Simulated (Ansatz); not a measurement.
Molecule: pyrazin-2-ylsilane, C4H6N2Si, net charge 0, singlet state. 
Geometry from a B3LYP-D3(BJ)/def2-TZVP (Ansatz, a quantum-chemistry and plane-wave program) optimisation:
```
C
N 1 1.3457
C 2 1.3273 1 117.26
H 3 1.0847 2 117.29 1 -180.00
C 3 1.3929 4 120.88 2 180.00
N 5 1.3289 3 121.78 4 -180.00
C 6 1.3329 5 116.28 3 0.00
H 5 1.0846 6 117.31 7 -180.00
H 7 1.0847 6 116.54 5 180.00
Si 1 1.8852 2 116.15 3 -180.00
H 10 1.4791 1 109.62 2 -60.10
H 10 1.4791 11 109.49 1 -120.29
H 10 1.4819 11 109.66 12 -120.35
```
Charge 0, spin multiplicity 1.

Basis-set convergence of Hartree-Fock and CCSD correlation energies (hartree) with Ansatz. Cores are frozen in the correlated levels unless marked. Spin-orbit coupling is left out. No relativistic terms.

The Hartree-Fock reference is unstable (checked in the largest basis), which strains HF and MP2. 

```
basis            functions       E(HF)  E(corr, CCSD)
---------------  ---------  ----------  -------------
aug-cc-pV(D+d)Z        224  -552.81391       -1.01532
aug-cc-pV(T+d)Z        469         [?]            [?]
```

What belongs in the gaps?


- aug-cc-pV(T+d)Z, E(HF): -552.88142
- aug-cc-pV(T+d)Z, E(corr, CCSD): -1.18639
